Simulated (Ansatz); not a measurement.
Consider the cleavage of the Al–Si bond: `[NH2][AlH][SiH]1[SiH2]S1` + CH₃OH → `C[O][AlH][NH2]` + `[SiH2]1[SiH2]S1`.

Gas-phase electronic energies from Ansatz, PBE0-D4/def2-TZVP geometries. CBS: MP2 limit from def2 TZ/QZ plus the TZ coupled-cluster correction, frozen cores. This one scheme is used for every species. DFT in def2-TZVPP. B3LYP here is the variant with VWN-RPA as its local correlation; programs differ in this. One conformer a species, not always the lowest.

```json
{"level": "PBE-D4", "ΔE (kJ/mol)": "-81.8", "difference from CCSD(T)/CBS": "20.8"}
{"level": "r2SCAN-D4", "ΔE (kJ/mol)": "-101.7", "difference from CCSD(T)/CBS": "0.9"}
{"level": "PBE0-D4", "ΔE (kJ/mol)": "-87.2", "difference from CCSD(T)/CBS": "15.4"}
{"level": "B3LYP-D4", "ΔE (kJ/mol)": "-105.3", "difference from CCSD(T)/CBS": "-2.7"}
{"level": "ωB97X-V", "ΔE (kJ/mol)": "-105.8", "difference from CCSD(T)/CBS": "-3.2"}
{"level": "B2PLYP", "ΔE (kJ/mol)": "-112.5", "difference from CCSD(T)/CBS": "-9.9"}
{"level": "PBE0", "ΔE (kJ/mol)": "-91.4", "difference from CCSD(T)/CBS": "11.2"}
{"level": "B3LYP", "ΔE (kJ/mol)": "-112.2", "difference from CCSD(T)/CBS": "-9.6"}
{"level": "HF/def2-TZVPP", "ΔE (kJ/mol)": "-128.0", "difference from CCSD(T)/CBS": "-25.4"}
{"level": "MP2/def2-TZVPP", "ΔE (kJ/mol)": "-108.9", "difference from CCSD(T)/CBS": "-6.3"}
{"level": "CCSD/def2-TZVPP", "ΔE (kJ/mol)": "-108.0", "difference from CCSD(T)/CBS": "-5.4"}
{"level": "CCSD(T)/def2-TZVPP", "ΔE (kJ/mol)": "-103.1", "difference from CCSD(T)/CBS": "-0.5"}
{"level": "HF/def2-QZVPP", "ΔE (kJ/mol)": "-130.5", "difference from CCSD(T)/CBS": "-27.9"}
{"level": "MP2/def2-QZVPP", "ΔE (kJ/mol)": "-109.5", "difference from CCSD(T)/CBS": "-6.9"}
{"level": "MP2/CBS(def2)", "ΔE (kJ/mol)": "-108.4", "difference from CCSD(T)/CBS": "-5.8"}
{"level": "CCSD/CBS(def2)", "ΔE (kJ/mol)": "-107.5", "difference from CCSD(T)/CBS": "-4.9"}
{"level": "CCSD(T)/CBS", "ΔE (kJ/mol)": "-102.6", "difference from CCSD(T)/CBS": "0"}
```

Largest T1 diagnostic among the species: 0.014.

In def2-TZVPP, CCSD(T) changes the Hartree–Fock value by +25.0 kJ/mol (the triples alone add +5.0 kJ/mol) and MP2 by +19.1 kJ/mol. From PBE to PBE0 (25 % exact exchange), in def2-TZVPP and without D4, ΔE moves by −5.4 kJ/mol. The D4 term adds +6.9 kJ/mol with B3LYP and +4.2 kJ/mol with PBE0; it sums over pairs of atoms, weighted by their polarisabilities, and B3LYP, whose exchange is more repulsive, gets the larger term.
